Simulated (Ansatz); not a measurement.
Al4Ru (the lowest singlet isomer of a short search) was relaxed with PBE0-D4 (def2-SVP) in Ansatz in these states: neutral quintet, neutral singlet, neutral triplet. The geometries follow in no particular order.

In the def2 sets Ru takes a core potential; there is no spin–orbit coupling.

A:

Cartesian coordinates in Å:
```
Ru 0.206 -0.432 0.138
Al 1.109 1.162 -1.161
Al -0.680 -1.820 -1.577
Al -1.755 0.830 0.377
Al 1.120 0.260 2.223
```

B:

```xyz
5

Ru    0.0882    0.6070    0.2189
Al    1.8039   -0.9144   -0.0282
Al   -0.5196   -0.1865    2.3329
Al   -1.5304   -0.7903   -0.5054
Al    0.1579    1.2842   -2.0182
```

C:

```tsv
atom	x (Å)	y (Å)	z (Å)
Ru1	0.876	0.306	-0.176
Al2	-0.872	0.753	1.222
Al3	-0.538	1.616	-1.588
Al4	-0.597	-1.267	-0.927
Al5	1.131	-1.409	1.469
```

Q: Judge from the bond lengths which geometry belongs to which state (an estimate).

A: A is the neutral quintet (Ru1–Al4 2.344 Å, Ru1–Al2 2.245 Å, Ru1–Al3 2.379 Å); B is the neutral triplet (Ru1–Al4 2.258 Å, Ru1–Al2 2.306 Å, Ru1–Al3 2.338 Å); C is the neutral singlet (Ru1–Al4 2.282 Å, Ru1–Al2 2.282 Å, Ru1–Al3 2.390 Å).

At PBE0-D4/def2-TZVP a singlet lies 1.84 eV below the neutral quintet. At PBE0-D4/def2-TZVP a singlet lies 0.77 eV below the neutral triplet. These are the stationary points nearest to one start from a short search; other shapes may lie lower in each state.
